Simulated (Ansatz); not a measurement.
Cost and result for the atomization energy of `[NH2][Al]([NH2])[Cl]` (8 atoms, 7 bonds).

The species carries charge 0 and has multiplicity 1. Geometry: relaxed with PBE0-D4/def2-TZVP. It is one conformer, not always the lowest. Program: Ansatz. All runs use 4 threads of an Arm Neoverse V1 on a shared host. Times are those of one run each, without the atoms' runs, and a repeat can differ threefold. Electronic energies, without spin–orbit coupling; frozen cores. CCSD(T)/CBS adds CCSD(T) − MP2 in def2-TZVPP to the MP2 limit, and its time is that of the two runs behind it. T1 = 0.009. HSE06 is the plane-wave form, built on full-range PBE exchange.

CCSD(T)/CBS is a level of theory with its own doubt, some kJ/mol a heavy atom from the limit and from the frozen cores, so smaller differences don't rank the functionals.

| level | functions | wall time | atomization (kcal/mol) | difference from CCSD(T)/CBS | per bond |
| --- | --- | --- | --- | --- | --- |
| LDA (SPW92)/def2-TZVPP | 202 | 0.8 s | 747.3 | 85.6 | 12.2 |
| revPBE-D4/def2-TZVPP | 202 | 1.3 s | 649.8 | -11.9 | -1.7 |
| CCSD(T)/def2-SVP | 84 | 1.4 s | 602.8 | -58.9 | -8.4 |
| PBE0-D4/def2-TZVPP | 202 | 1.9 s | 654.3 | -7.4 | -1.1 |
| BHLYP-D4/def2-TZVPP | 202 | 1.9 s | 639.2 | -22.5 | -3.2 |
| HSE06-D4/def2-TZVPP | 202 | 2 s | 654.8 | -6.9 | -1.0 |
| CAM-B3LYP-D4/def2-TZVPP | 202 | 2.2 s | 663.2 | 1.5 | 0.2 |
| B2PLYP/def2-TZVPP | 202 | 3.3 s | 652.5 | -9.2 | -1.3 |
| r2SCAN-D4/def2-TZVPP (with forces) | 202 | 3.4 s | 657.3 | -4.4 | -0.6 |
| ωB97M-V/def2-TZVPP (with forces) | 202 | 7.5 s | 663.6 | 1.9 | 0.3 |
| MP2/def2-QZVPP | 374 | 9.5 s | 665.0 | 3.3 | 0.5 |
| CCSD(T)/def2-TZVPP | 202 | 38 s | 637.4 | -24.3 | -3.5 |
| CCSD(T)/CBS(def2) | – | 47 s | 661.7 | 0.0 | 0.0 |

The D4 term adds +5.7 kcal/mol with B3LYP and +3.0 kcal/mol with PBE0; it sums over pairs of atoms, weighted by their polarisabilities, and B3LYP, whose exchange is more repulsive, gets the larger term. From PBE to PBE0 (25 % exact exchange), in def2-TZVPP and without D4, the atomization energy moves by −12.8 kcal/mol: exact exchange takes away binding that semilocal exchange gives to molecules. In def2-TZVPP, CCSD(T) changes the Hartree–Fock value by +181.1 kcal/mol (the triples alone add +10.3 kcal/mol) and MP2 by +194.0 kcal/mol; breaking electron pairs costs correlation energy, which Hartree–Fock lacks.

B3LYP here is the variant with VWN-RPA as its local correlation; programs differ in this.
